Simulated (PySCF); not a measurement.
Start geometry of 4-cyanostyrene, `C=CC1=CC=C(C#N)C=C1` from GFN2-xTB (Å):
```
atom  x, y, z in Å
C1    -3.0792    0.4492   -0.2720
C2    -2.1208   -0.4698   -0.2444
C3    -0.7072   -0.2433    0.0267
C4     0.1410   -1.3491    0.1425
C5     1.4860   -1.1962    0.4001
C6     2.0204    0.0849    0.5460
C7     3.3977    0.2521    0.8098
N8     4.5164    0.3866    1.0233
C9     1.1877    1.1999    0.4298
C10   -0.1557    1.0327    0.1738
H11   -2.8955    1.4935   -0.0870
H12   -4.1010    0.1835   -0.4813
H13   -2.3819   -1.5051   -0.4276
H14   -0.2687   -2.3429    0.0303
H15    2.1315   -2.0577    0.4903
H16    1.6067    2.1893    0.5422
H17   -0.7842    1.9044    0.0808
```

Q: What comes out of this run: PySCF 2.14.0, PBE0-D3(BJ)/def2-SVP geometry optimisation, gas phase?

A: 
```
atom  x, y, z in Å
C1    -3.099    0.469   -0.147
C2    -2.134   -0.457   -0.104
C3    -0.707   -0.233    0.157
C4     0.149   -1.341    0.261
C5     1.506   -1.187    0.511
C6     2.044    0.098    0.661
C7     3.442    0.272    0.915
N8     4.574    0.414    1.121
C9     1.201    1.218    0.556
C10   -0.151    1.049    0.307
H11   -2.902    1.531    0.018
H12   -4.134    0.188   -0.350
H13   -2.410   -1.504   -0.272
H14   -0.264   -2.346    0.144
H15    2.158   -2.058    0.590
H16    1.621    2.219    0.669
H17   -0.786    1.932    0.222
```

The energy falls by 0.058 eV over 5 energy and gradient evaluations, the largest force component goes from 0.0326 to 2.2e-04 Eh/bohr, and the atoms move by 0.027 Å rms after alignment. The bond that changes most is C6–C7 (substituted aromatic carbon to nitrile carbon), which lengthens by 0.019 Å. Bonds longer at the end by more than 0.005 Å: 17 of 17; shorter: 0. Rotational constants go from 5045, 722.5, 632.2 to 4994, 709.7, 621.5 MHz. The orientation of the end geometry is arbitrary; only internal coordinates are fixed.

The run used 175 basis functions and 35 SCF cycles in all. Hardware: Arm Neoverse V1, one thread (shared host). Cost: 80 s.

Whether it is a minimum is left open (no frequencies). The numbers are those of one conformer.
